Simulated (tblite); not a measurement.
Compound: C6H3F3OS.
Numbering: `[F:1][C:2]([F:3])([F:4])[c:5]1[cH:6][o:7][cH:8][cH:9][c:10]1=[S:11]` (hydrogens: H12 on C6; H13 on C8; H14 on C9)

Computed values, GFN2-xTB/tblite, gas phase, harmonic and unscaled. This tight-binding method is rough: wavenumbers can miss measured ones by several per cent, in bad cases by 10 to 20.

Harmonic wavenumbers (cm⁻¹): 43.1, 75.4, 137.1, 147.5, 257.8, 300.0, 309.9, 382.4, 400.7, 443.8, 450.0, 526.7, 548.4, 620.0, 673.3, 706.9, 771.0, 813.7, 854.8, 895.3, 985.9, 1016.7, 1051.6, 1074.3, 1094.8, 1166.1, 1198.8, 1230.0, 1248.4, 1320.9, 1334.4, 1569.0, 1629.2, 3081.5, 3096.0, 3129.9.

A = 1334, B = 932.5, C = 607.1 MHz; mass 179.986 u (most abundant isotopes); point group Cs, symmetry number 1.

Task: What is the zero-point energy?

Result: Half the sum of the wavenumbers: 17293 cm⁻¹ = 206.87 kJ/mol.

Task: What is S at 298.15 K and 1 bar for an ideal gas of classical rigid rotors and harmonic oscillators?

Result: Translation 173.62, rotation 127.33, vibration 109.94: S = 410.9 J/(mol K).

Task: And Cp and H(298.15 K) − H(0)?

Result: Cp = 153.81 J/(mol K), of which vibrations give 120.55 (their classical limit is 36 R = 299.3); H(298.15 K) − H(0) = 27.57 kJ/mol without the zero-point energy, 17.66 from vibrations.

Task: What must be added to the electronic energy to get the Gibbs energy at 298.15 K and 1 bar?

Result: ZPE + [H(298.15 K) − H(0)] − T·S = 206.87 + 27.57 − 122.51 = 111.93 kJ/mol.

Task: Which modes carry the vibrational entropy at 298.15 K?

Result: 43.1 cm⁻¹: 21.39; 75.4 cm⁻¹: 16.77; 137.1 cm⁻¹: 11.90; 147.5 cm⁻¹: 11.31; 257.8 cm⁻¹: 7.01; 300.0 cm⁻¹: 5.93 J/(mol K); the other 30 give 35.63 together.

Task: How do the functions run with temperature in this model?

Result: 
| T (K) | S (J/(mol K)) | Cp (J/(mol K)) | H − H(0) (kJ/mol) | G − H(0) (kJ/mol) | ln q(vib) |
| --- | --- | --- | --- | --- | --- |
| 100 | 295.2 | 71.4 | 5.12 | -24.40 | 1.52 |
| 200 | 357.8 | 114.1 | 14.39 | -57.17 | 3.78 |
| 300 | 411.8 | 154.5 | 27.86 | -95.69 | 6.14 |
| 500 | 506.3 | 215.7 | 65.38 | -187.79 | 10.91 |
| 800 | 619.6 | 263.9 | 138.24 | -357.44 | 17.59 |
| 1000 | 680.5 | 281.4 | 192.90 | -487.62 | 21.61 |

q(vib) and H(0) count from the zero-point level.

Task: Blend soft modes into free rotors: weight 1/[1 + (100 cm⁻¹/ν̃)⁴] for the oscillator and the rest for a rotor with moment μB/(μ + B), μ = h/(8π²ν), B = 10⁻⁴⁴ kg m². What vibrational entropy results?

Result: 101.08 J/(mol K) in place of 109.94, which changes −T·S at 298.15 K by +2.64 kJ/mol.

Hindered rotation and anharmonicity are outside this model.

Conformer computed: `[F:1][C:2]([F:3])([F:4])[c:5]1[cH:6][o:7][cH:8][cH:9][c:10]1=[S:11]`: F1–C2–C5–C6 119°.
